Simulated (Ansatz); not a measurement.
`C/C(Cl)=C/CO` + `[SiH3][SiH2][TeH]` → `C[Te][SiH2][SiH3]` + `OC/C=C/Cl`  (substitution at a C–C bond)

Gas-phase electronic energies from Ansatz, PBE0-D4/def2-TZVP geometries. CCSD(T)/CBS is the MP2 limit (def2-TZVPP, def2-QZVPP) plus CCSD(T) − MP2 in def2-TZVPP, frozen cores. Double bonds are as drawn, so ΔE can hold a change between cis and trans. Elements past krypton have def2 core potentials. For Te outer-core shells are correlated without core-valence functions, which leaves a few kJ/mol of doubt a bond. Each species was taken in one conformer, which may not be the lowest.

`C/C(Cl)=C/CO`:

Z-matrix (Å, degrees):
```
C
C 1 1.487
H 1 1.093 2 110.6
H 1 1.091 2 110.3 3 120.7
H 1 1.093 2 110.7 3 -118.7
Cl 2 1.742 1 113.1 3 58.6
C 2 1.328 1 125.6 3 -121.8
C 7 1.489 2 127.8 1 178.8
H 7 1.087 2 116.4 1 0.8
O 8 1.417 7 111.6 2 -123.0
H 8 1.094 7 109.8 2 120.6
H 8 1.095 7 110.6 2 1.9
H 10 0.961 8 107.7 7 60.4
```

`[SiH3][SiH2][TeH]`:

```xyz
9

Si   -1.534    0.411   -0.307
Si    0.488   -0.443    0.495
Te    2.287    0.504   -0.960
H    -2.665   -0.104    0.511
H    -1.729   -0.003   -1.722
H    -1.518    1.896   -0.235
H     0.702   -0.041    1.911
H     0.495   -1.928    0.425
H     3.474   -0.292   -0.120
```

`C[Te][SiH2][SiH3]`:

Cartesian coordinates in Å:
```
C -0.044 -2.094 0.915
Te 0.695 -1.782 -1.080
Si 1.101 0.655 -0.765
Si -0.919 1.751 -0.339
H 0.733 -1.848 1.635
H -0.296 -3.150 0.989
H -0.932 -1.489 1.080
H 1.699 1.133 -2.041
H 2.075 0.889 0.337
H -1.611 1.090 0.801
H -1.787 1.662 -1.541
H -0.713 3.184 0.010
```

`OC/C=C/Cl`:

```xyz
10

O     0.245    1.162    1.636
C     0.004   -0.101    1.049
C     0.477   -0.163   -0.366
C    -0.340   -0.433   -1.371
Cl    0.159   -0.507   -3.014
H    -0.178    1.828    1.087
H     0.559   -0.817    1.662
H    -1.058   -0.376    1.103
H     1.527    0.046   -0.551
H    -1.395   -0.640   -1.235
```

| level | ΔE (kJ/mol) |
| --- | --- |
| MP2/def2-QZVPP | 9.6 |
| MP2/CBS(def2) | 8.5 |

Question: What does CCSD(T)/CBS give? (Estimate.)

Answer: Ansatz gave: +9.6 kJ/mol. The listed levels differ from it by 0.0, -1.1 kJ/mol.

Largest T1 diagnostic among the species: 0.012.

From PBE to PBE0 (25 % exact exchange), in def2-TZVPP and without D4, ΔE moves by +3.3 kJ/mol.
